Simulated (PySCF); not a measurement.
## W²⁹⁺ (tungsten, charge +29) across methods

[Kr] 4d9, 2D determinant. Calculation: PySCF 2.14, in an even-tempered Gaussian basis (18 s from 2.2 bohr⁻², ratio 2.5; 12 p from 2.8 bohr⁻², ratio 2.5; 9 d from 2.8 bohr⁻², ratio 2.5; 4 f from 16 bohr⁻², ratio 2.7; 3 g from 24 bohr⁻², ratio 2.7); the non-relativistic Hamiltonian (point nucleus).

```
 method   E (hartree)  mean ε 4p β (eV)  mean ε 4d α (eV)  mean ε 4d β (eV)  Σ⟨r²⟩ (bohr²)   ⟨S²⟩
    PBE     -14881.45           -1316.9           -1164.0           -1161.7          4.768  0.750
r2SCAN0     -14882.25           -1330.6           -1172.6           -1169.8          4.769  0.750
    UHF  -14879.82287           -1355.8           -1190.4           -1187.1          4.772  0.750
    LDA     -14873.25           -1316.1           -1163.7           -1161.4          4.769  0.750
  B3LYP     -14882.17           -1324.8           -1169.5           -1167.0          4.770  0.750
   PBE0     -14881.73           -1327.2           -1171.1           -1168.6          4.769  0.750
```

(1) Estimate the same row for r2SCAN.

A non-relativistic calculation at this Z misses sizeable relativistic shifts. Spin-orbit coupling, absent here, splits the open shell strongly.

Results:

(1) E (hartree) = -14882.15; mean ε 4p β (eV) = -1321.8; mean ε 4d α (eV) = -1166.1; mean ε 4d β (eV) = -1163.4; Σ⟨r²⟩ (bohr²) = 4.769; ⟨S²⟩ = 0.750.
